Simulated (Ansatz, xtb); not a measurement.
## Relative energy of two isomers of C6H7FO

We compare I, `C=C(O)CC1(F)C=C1`, a singlet, with II, `C/C(O)=C/C1(F)C=C1`, a singlet. Both are isolated molecules in the gas phase, relaxed with PBE0-D3(BJ)/def2-SVP; each stands in its lowest conformer found.

Quicker runs give these differences E(II) − E(I): GFN2-xTB −0.253 eV; HF/STO-3G −0.319 eV (at GFN2-xTB geometries); r2SCAN-D4/def2-SVP −0.259 eV (at GFN2-xTB geometries).

**Question.** Estimate E(II) − E(I) at the level CCSD(T)/def2-SVP + ΔMP2/def2-TZVPP.

**Answer.** Calculated at CCSD(T)/def2-SVP + ΔMP2/def2-TZVPP: E(II) − E(I) = −0.153 eV, so structure II lies lower.

Level by level:

```
                             level              geometry  E(II) − E(I) (eV)  departure from the last row (eV)  job, with rough time for the two
                          GFN2-xTB              GFN2-xTB              −0.253                            −0.100              optimisation, 0.64 s
                         HF/STO-3G              GFN2-xTB              −0.319                            −0.166               single point, 2.1 s
                r2SCAN-D4/def2-SVP              GFN2-xTB              −0.259                            −0.106                single point, 13 s
              PBE0-D3(BJ)/def2-SVP  PBE0-D3(BJ)/def2-SVP              −0.233                            −0.080             optimisation, 2.6 min
                       HF/def2-SVP  PBE0-D3(BJ)/def2-SVP              −0.206                            −0.053           part of the CCSD(T) run
                      MP2/def2-SVP  PBE0-D3(BJ)/def2-SVP              −0.203                            −0.050           part of the CCSD(T) run
                  CCSD(T)/def2-SVP  PBE0-D3(BJ)/def2-SVP              −0.181                            −0.028                      single point
CCSD(T)/def2-SVP + ΔMP2/def2-TZVPP  PBE0-D3(BJ)/def2-SVP              −0.153                                               single point, 5.4 min
```

As drawn, both hold the same kinds of bond in the same numbers. Structure I has 0 methyl groups, II 1.

None of the levels shown reverses the order. The largest departure from CCSD(T)/def2-SVP + ΔMP2/def2-TZVPP is that of HF/STO-3G, 0.166 eV. The last row adds to CCSD(T) the change of the MP2 difference between the two basis sets, here +0.028 eV.

With thermal terms from frequencies at re-optimised GFN2-xTB minima (ideal gas, soft modes damped towards free rotors, one conformer each, 298.15 K, 1 atm): the zero-point term adds −0.001 eV; ΔH is −0.146 and ΔG −0.162 eV.

The correlated steps freeze 8 core orbitals. Programs: Ansatz 0.2.0, xtb 6.7.1; the last row on 2 threads of Intel(R) Xeon(R) Processor @ 2.50GHz (Skylake/Cascade Lake) on a shared host.
